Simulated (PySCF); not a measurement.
# Radial density of Tl⁺ (thallium, charge +1)

UHF, [Xe] 4f14 5d10 6s1 6p1, high-spin 3P determinant (an excited configuration). All numbers are calculated (PySCF 2.14, scalar relativity through the core potential, in aug-cc-pVTZ-PP with one added diffuse shell each of d, f type with ECP60MDF (6s5p5d3f, 67 functions)). This is the valence pseudo-density: the core potential removes the inner electrons and smooths the orbitals near the nucleus.

```json
{"r (bohr)": "0.0321", "4πr²ρ (e/bohr)": "1.489e-05", "4πr²(ρα − ρβ)": "0.0000"}
{"r (bohr)": "0.0540", "4πr²ρ (e/bohr)": "2.594e-05", "4πr²(ρα − ρβ)": "0.0000"}
{"r (bohr)": "0.0909", "4πr²ρ (e/bohr)": "9.526e-05", "4πr²(ρα − ρβ)": "0.0000"}
{"r (bohr)": "0.153", "4πr²ρ (e/bohr)": "0.0009602", "4πr²(ρα − ρβ)": "0.0000"}
{"r (bohr)": "0.257", "4πr²ρ (e/bohr)": "0.02153", "4πr²(ρα − ρβ)": "0.0005"}
{"r (bohr)": "0.433", "4πr²ρ (e/bohr)": "1.000", "4πr²(ρα − ρβ)": "0.0250"}
{"r (bohr)": "0.728", "4πr²ρ (e/bohr)": "14.20", "4πr²(ρα − ρβ)": "0.1264"}
{"r (bohr)": "1.22", "4πr²ρ (e/bohr)": "15.11", "4πr²(ρα − ρβ)": "-0.0448"}
{"r (bohr)": "2.06", "4πr²ρ (e/bohr)": "3.367", "4πr²(ρα − ρβ)": "0.8929"}
{"r (bohr)": "3.46", "4πr²ρ (e/bohr)": "0.5810", "4πr²(ρα − ρβ)": "0.5064"}
{"r (bohr)": "5.82", "4πr²ρ (e/bohr)": "0.03518", "4πr²(ρα − ρβ)": "0.0350"}
{"r (bohr)": "9.80", "4πr²ρ (e/bohr)": "0.0003509", "4πr²(ρα − ρβ)": "0.0004"}
{"r (bohr)": "16.5", "4πr²ρ (e/bohr)": "3.803e-05", "4πr²(ρα − ρβ)": "0.0000"}
```

Energies and moments cover only the electrons outside the core potential. Spin-orbit coupling, absent here, splits the open shell strongly.

Question: Where is the radial spin density 4πr²(ρα − ρβ) most negative, and why is it negative at all?

Answer: Around r = 1.22 bohr, down to -0.0448 e/bohr: exchange with the open shell polarises the paired shells in an unrestricted calculation.
